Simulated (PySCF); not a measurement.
C₃F₅, SMILES [C](=C(C(F)(F)F)F)F, multiplicity 2.

Geometry: PBE-D3(BJ)/def2-SVP. The isomer is the one that the SMILES or the coordinates give; other isomers of the formula were not compared.

Level of theory: TDA-PBE/def2-SVPD (PySCF 2.14.0).

Vertical excitations. Gas-phase values at a fixed geometry.

| state | energy (eV) | λ (nm) | f | main pairs |
|---|---|---|---|---|
| root 1 | 1.95 | 636 | 0.001 | β HOMO→LUMO 99 % |
| root 2 | 4.53 | 274 | 0.000 | α HOMO→LUMO 48 %, β HOMO→LUMO+1 44 % |
| root 3 | 4.73 | 262 | 0.001 | β HOMO−1→LUMO 93 % |
| root 4 | 5.07 | 244 | 0.000 | β HOMO−2→LUMO 100 % |
| root 5 | 5.58 | 222 | 0.004 | α HOMO−1→LUMO 90 %, β HOMO−3→LUMO 7 % |
| root 6 | 5.60 | 221 | 0.001 | α HOMO−1→LUMO 6 %, β HOMO−3→LUMO 93 % |
| root 7 | 5.71 | 217 | 0.007 | β HOMO−4→LUMO 99 % |
| root 8 | 6.15 | 202 | 0.000 | α HOMO→LUMO+1 43 %, β HOMO→LUMO+2 55 % |
| root 9 | 6.37 | 195 | 0.005 | β HOMO−5→LUMO 96 % |
| root 10 | 6.56 | 189 | 0.000 | β HOMO−6→LUMO 99 % |
Unrestricted roots are not spin-pure.
